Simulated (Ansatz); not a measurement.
`Cl[CH2][SnH3]` + H₂ → `CCl` + `[SnH4]`  (hydrogenolysis of a C–Sn bond)

Gas-phase electronic energies from Ansatz, PBE0-D4/def2-TZVP geometries. CCSD(T)/CBS adds triple-zeta CCSD(T) − MP2 to the extrapolated MP2 energy (def2 sets, frozen cores). This one scheme is used for every species. Functionals use def2-TZVPP. def2 core potentials past Kr. For Sn outer-core shells are correlated without core-valence functions, which leaves a few kJ/mol of doubt a bond.

Question: Is it downhill or uphill in electronic energy at CCSD(T)/CBS, and by how much? (Estimate.)

Answer: Computed: Downhill: ΔE = -0.42 eV.

Question: What do these levels give: revPBE-D4, r2SCAN-D4, B97M-V, r2SCANh-D4, r2SCAN0-D4, PBE-QIDH, CAM-B3LYP, CCSD(T)/def2-SVP, HF/def2-QZVPP, MP2/def2-QZVPP, SCS-MP2/def2-QZVPP, CCSD/CBS(def2)? (Estimate.)

Answer: Ansatz gave: revPBE-D4 -0.44, r2SCAN-D4 -0.50, B97M-V -0.64, r2SCANh-D4 -0.52, r2SCAN0-D4 -0.55, PBE-QIDH -0.54, CAM-B3LYP -0.64, CCSD(T)/def2-SVP -0.63, HF/def2-QZVPP -0.79, MP2/def2-QZVPP -0.36, SCS-MP2/def2-QZVPP -0.44, CCSD/CBS(def2) -0.48 eV.

Largest T1 diagnostic among the species: 0.013.

In def2-TZVPP, CCSD(T) changes the Hartree–Fock value by +0.30 eV (the triples alone add +0.06 eV) and MP2 by +0.39 eV. At CCSD(T), def2-SVP lies −0.20 eV from the extrapolated value and def2-TZVPP −0.07 eV. From r2SCAN to r2SCAN0 (25 % exact exchange), in def2-TZVPP and without D4, ΔE moves by −0.05 eV.
